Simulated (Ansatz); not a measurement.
`O[SiH](O)[SiH2]F` and `CC[SiH](O)O` differ in one atom or group.

Ansatz, PBE0-D4/def2-TZVP geometries, multiplicity 1. Each molecule was computed in one conformer, which needn't be the lowest.

```json
{"property": "HOMO energy (PBE0/def2-TZVPP) / eV", "`O[SiH](O)[SiH2]F`": "-7.98"}
{"property": "HOMO energy (ωB97M-V/def2-TZVPP) / eV", "`O[SiH](O)[SiH2]F`": "-10.06"}
{"property": "size of the dipole moment (ωB97M-V/def2-TZVPP) / D", "`O[SiH](O)[SiH2]F`": "1.33"}
{"property": "LUMO energy (PBE0/def2-TZVPP) / eV", "`O[SiH](O)[SiH2]F`": "-0.86"}
{"property": "HOMO energy (PBE/def2-TZVPP) / eV", "`O[SiH](O)[SiH2]F`": "-6.70"}
{"property": "HOMO–LUMO gap (PBE0/def2-TZVPP) / eV", "`O[SiH](O)[SiH2]F`": "7.12"}
```

Task: What does the change do to each property? (Estimate.)

Result: Ansatz gave: 
| property | `CC[SiH](O)O` | shift |
| --- | --- | --- |
| HOMO energy (PBE0/def2-TZVPP) / eV | -8.12 | -0.14 |
| HOMO energy (ωB97M-V/def2-TZVPP) / eV | -10.39 | -0.33 |
| size of the dipole moment (ωB97M-V/def2-TZVPP) / D | 0.94 | -0.39 |
| LUMO energy (PBE0/def2-TZVPP) / eV | 0.74 | 1.60 |
| HOMO energy (PBE/def2-TZVPP) / eV | -6.74 | -0.04 |
| HOMO–LUMO gap (PBE0/def2-TZVPP) / eV | 8.86 | 1.74 |

With PBE0 the HOMO falls by 0.14 eV and the LUMO rises by 1.60 eV, so the gap widens by about 1.74 eV. PBE moves the HOMO by -0.04 eV and ωB97M-V by -0.33 eV. The zero-point energy changes by 118.7 kJ/mol with +9 modes. Dipoles are sizes alone; their direction can turn.

Positive LUMOs are unbound, so they and the gaps depend on the basis.
